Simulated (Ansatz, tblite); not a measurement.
Cost and result up the ladder for the cluster Sn5⁻ (5 atoms). Total charge -1; doublet. Geometry: PBE-D4/def2-SVPD.

Cartesian coordinates in Å:
```
Sn -1.1211 0.3698 1.2300
Sn -0.9489 -2.1664 -0.1090
Sn -0.4487 0.3214 -1.7880
Sn 1.6636 -0.7208 0.4469
Sn 0.8551 2.1961 0.2201
```

Ansatz on 4 threads of Intel Xeon on a shared host; xTB runs through tblite on one thread. Times are rough, summed over both states, and most runs start from the orbitals of an earlier one. PBE0-D4/def2-TZVPD serves as the yardstick here, not as an exact answer. The other state is a triplet.

In the def2 sets Sn takes a core potential; there is no spin–orbit coupling. The xTB rows come from tblite. HOMO above LUMO, or a gap near zero within one spin, warns that the state may not be the lowest or that an electron is smeared out. The structure comes from a short search, and lower isomers may exist.

Raw xTB energies of ions are shifted by several eV, and xTB has no spin-polarisation term.

| level | functions | vertical IE (eV) | difference from PBE0-D4/def2-TZVPD (eV) | remarks |
| --- | --- | --- | --- | --- |
| GFN1-xTB | 45 | 6.87 | 3.95 | – |
| GFN2-xTB | 45 | 6.81 | 3.89 | – |
| PBE-D4/def2-TZVPD (with forces) | 280 | 2.82 | -0.11 | gap within one spin near zero (triplet) |
| r2SCAN-D4/def2-TZVPD | 280 | 2.89 | -0.03 | – |
| PBE0-D4/def2-TZVPD | 280 | 2.92 | 0.00 | – |

(1) Estimate how long each takes.

Answers

(1) GFN1-xTB 0.03 s; GFN2-xTB 0.074 s; PBE-D4/def2-TZVPD (with forces) 58 s; r2SCAN-D4/def2-TZVPD 2 min; PBE0-D4/def2-TZVPD 3.9 min. On shared hardware such times vary by a factor of up to 3.
